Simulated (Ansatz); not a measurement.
Computed with Ansatz on PBE0-D4/def2-TZVP structures; ΔE is electronic, products minus reactants. CCSD(T)/CBS adds triple-zeta CCSD(T) − MP2 to the extrapolated MP2 energy (def2 sets, frozen cores). This one scheme is used for every species. Functionals use def2-TZVPP. One conformer a species, not always the lowest.

Consider the redistribution: `[OH][Al]([Cl])[Cl]` + `C#C[SiH](C#C)C#C` → `[OH][AlH][Cl]` + `C#C[Si](Cl)(C#C)C#C`.

Q: Is it downhill or uphill in electronic energy at CCSD(T)/CBS, and by how much? (Best estimate.)

A: Ansatz gave: Uphill: ΔE = +57.7 kJ/mol.

Q: What do these levels give: BLYP-D4, B97M-V, PBE, HF/def2-SVP, HF/def2-TZVPP, HF/def2-QZVPP? (Estimate.)

A: The calculation gave: BLYP-D4 50.6, B97M-V 45.3, PBE 53.4, HF/def2-SVP 69.7, HF/def2-TZVPP 67.3, HF/def2-QZVPP 67.3 kJ/mol.

Largest T1 diagnostic among the species: 0.014.

From PBE to PBE0 (25 % exact exchange), in def2-TZVPP and without D4, ΔE moves by +3.5 kJ/mol. At CCSD(T), def2-SVP lies +4.6 kJ/mol from the extrapolated value and def2-TZVPP −0.6 kJ/mol. In def2-TZVPP, CCSD(T) changes the Hartree–Fock value by −10.2 kJ/mol (the triples alone add −2.3 kJ/mol) and MP2 by −13.9 kJ/mol.
